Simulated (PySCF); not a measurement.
C2H6AlCl (SMILES [CH3][Al]([CH3])[Cl]), singlet, at a GFN2-xTB geometry (such geometries of metal compounds can be far from the true shape); B3LYP/3-21G in PySCF.

Here is a job for PySCF.
```python
from pyscf import gto, scf, dft

mol = gto.Mole()
mol.atom = '''
    Al    0.193368   -0.223623    0.204697
    C     2.048816   -0.632616   -0.398672
    H     2.555717   -1.370443    0.226104
    H     2.674934    0.265903   -0.407330
    H     2.059716   -1.014090   -1.425284
    C    -0.686717   -0.951157    1.838775
    H    -1.537920   -1.591820    1.585055
    H    -1.092588   -0.148577    2.463890
    H    -0.016870   -1.543138    2.465330
    Cl   -0.901727    1.047759   -0.953497
'''
mol.basis = '3-21g'
mol.charge = 0
mol.spin = 0
mol.verbose = 4
mol.build()

mf = dft.RKS(mol)
mf.xc = 'b3lyp'
mf.kernel()
```

Output, abridged:

```
PySCF version 2.14.0

[INPUT] verbose = 4
[INPUT] num. atoms = 10
[INPUT] num. electrons = 48
[INPUT] charge = 0
[INPUT] spin (= nelec alpha-beta = 2S) = 0
[INPUT] symmetry False subgroup None
[INPUT] Mole.unit = angstrom
[INPUT] Symbol           X                Y                Z      unit          X                Y                Z       unit  Magmom
[INPUT]  1 Al     0.193368000000  -0.223623000000   0.204697000000 AA    0.365412561255  -0.422586225154   0.386821268520 Bohr   0.0
[INPUT]  2 C      2.048816000000  -0.632616000000  -0.398672000000 AA    3.871701119627  -1.195470982018  -0.753380893533 Bohr   0.0
[INPUT]  3 H      2.555717000000  -1.370443000000   0.226104000000 AA    4.829605181895  -2.589761939327   0.427274635669 Bohr   0.0
[INPUT]  4 H      2.674934000000   0.265903000000  -0.407330000000 AA    5.054892661287   0.502483845700  -0.769742142319 Bohr   0.0
[INPUT]  5 H      2.059716000000  -1.014090000000  -1.425284000000 AA    3.892299134385  -1.916352365660  -2.693396409725 Bohr   0.0
[INPUT]  6 C     -0.686717000000  -0.951157000000   1.838775000000 AA   -1.297707055083  -1.797426231463   3.474781154697 Bohr   0.0
[INPUT]  7 H     -1.537920000000  -1.591820000000   1.585055000000 AA   -2.906247601491  -3.008103839605   2.995319842372 Bohr   0.0
[INPUT]  8 H     -1.092588000000  -0.148577000000   2.463890000000 AA   -2.064692086986  -0.280769838410   4.656077301055 Bohr   0.0
[INPUT]  9 H     -0.016870000000  -1.543138000000   2.465330000000 AA   -0.031879679721  -2.916108192409   4.658798506674 Bohr   0.0
[INPUT] 10 Cl    -0.901727000000   1.047759000000  -0.953497000000 AA   -1.704017069126   1.979977554548  -1.801848190594 Bohr   0.0

nuclear repulsion = 190.267170078746
number of shells = 36
number of NR pGTOs = 102
number of NR cGTOs = 56
basis = 3-21g
ecp = {}

******** <class 'pyscf.dft.rks.RKS'> ********
method = RKS
initial guess = minao
damping factor = 0
level_shift factor = 0
DIIS = <class 'pyscf.scf.diis.CDIIS'>
diis_start_cycle = 1
diis_space = 8
diis_damp = 0
SCF conv_tol = 1e-09
SCF conv_tol_grad = None
SCF max_cycles = 50
direct_scf = True
direct_scf_tol = 1e-13
XC library pyscf.dft.libxc version 7.1.2
    S. Lehtola, C. Steigemann, M. J. T. Oliveira, and M. A. L. Marques,  SoftwareX 7, 1–5 (2018)
XC functionals = b3lyp
    P. J. Stephens, F. J. Devlin, C. F. Chabalowski, and M. J. Frisch,  J. Phys. Chem. 98, 11623 (1994)
radial grids:
    Treutler-Ahlrichs [JCP 102, 346 (1995); DOI:10.1063/1.469408] (M4) radial grids

becke partition: Becke, JCP 88, 2547 (1988); DOI:10.1063/1.454033
pruning grids: <function nwchem_prune>
grids dens level: 3
symmetrized grids: False
atomic radii adjust function: <function treutler_atomic_radii_adjust>
small_rho_cutoff = 0
Set gradient conv threshold to 3.16228e-05
Initial guess from minao.
tot grids = 125144
init E= -778.080637095065
  HOMO = -0.332877968572038  LUMO = -0.0595627945650576  gap/eV = 7.43728
cycle= 1 E= -778.514240648712  delta_E= -0.434  |g|= 0.514  |ddm|= 2.58
  HOMO = -0.223199463588974  LUMO = -0.0355483287725846  gap/eV = 5.10625
cycle= 2 E= -778.497268831609  delta_E= 0.017  |g|= 0.571  |ddm|=  1.1
  HOMO = -0.27913902929521  LUMO = -0.0364919334705327  gap/eV = 6.60276
cycle= 3 E= -778.58759625968  delta_E= -0.0903  |g|= 0.0179  |ddm|= 0.565
  HOMO = -0.276825287137366  LUMO = -0.0347326136368038  gap/eV = 6.58768
cycle= 4 E= -778.58765099419  delta_E= -5.47e-05  |g|= 0.0126  |ddm|= 0.04
  HOMO = -0.277260731787159  LUMO = -0.0349814757440949  gap/eV = 6.59275
cycle= 5 E= -778.587697780956  delta_E= -4.68e-05  |g|= 0.000487  |ddm|= 0.0153
  HOMO = -0.277405557066182  LUMO = -0.0351490831544379  gap/eV = 6.59213
cycle= 6 E= -778.58769787021  delta_E= -8.93e-08  |g|= 0.000119  |ddm|= 0.00127
  HOMO = -0.27738718642233  LUMO = -0.0351183912448767  gap/eV = 6.59247
cycle= 7 E= -778.587697876308  delta_E= -6.1e-09  |g|= 1.25e-05  |ddm|= 0.000245
  HOMO = -0.277388830496741  LUMO = -0.0351204390531643  gap/eV = 6.59246
cycle= 8 E= -778.587697876376  delta_E= -6.8e-11  |g|= 8.01e-07  |ddm|= 2.58e-05
  HOMO = -0.277388630673008  LUMO = -0.0351202610440482  gap/eV = 6.59246
Extra cycle  E= -778.587697876379  delta_E= -2.73e-12  |g|= 4.98e-07  |ddm|= 2.3e-06
converged SCF energy = -778.587697876379
```
